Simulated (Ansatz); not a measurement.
The Se1–F2 bond of FHOSe (SMILES O[Se]F) is stretched (multiplicity 1, the rest rigid).
Geometry at rest (charge 0, multiplicity 1):
```xyz
4

Se     0.086     0.008     0.395
F     -0.012     1.337    -0.772
O     -0.207    -1.354    -0.708
H     -1.162    -1.466    -0.813
```

Correlated levels freeze the cores. Filled d and f shells under p-block atoms count as core.

Run with Ansatz (Gaussian basis) for Hartree–Fock, density functionals and correlated methods. Values without a source in brackets are computed.

Energies above the point at 1.771 Å (the B3LYP-D3(BJ) bond length), FIC-MRCISD+Q on CASSCF(6,4)/cc-pVDZ (kcal/mol): 15.45 at 1.594 Å; 5.26 at 1.948 Å; 66.98 at 5.667 Å.

Question: Take the last value as the depth D of a Morse curve D(1 − e^(−a(R − R₀)))², fit a and R₀ to the two near points, and test it at 2.391 and 3.099 Å.

Answer: 
With D = 67.0, both near points (counted from the curve's value at 1.771 Å) are met by a = 2.05 Å⁻¹ and R₀ = 1.786 Å, so k = 2Da² = 561 kcal/(mol Å²). The curve then gives 33.7 and 58.1 kcal/mol; the level itself gives 38.1 and 63.3, so Morse is off by -4.5 and -5.2.

Doubts at one or more of the structures used: active orbitals that take no part (FIC-MRCISD+Q on CASSCF(6,4)/cc-pVDZ).

Ansatz is a quantum-chemistry and plane-wave program.
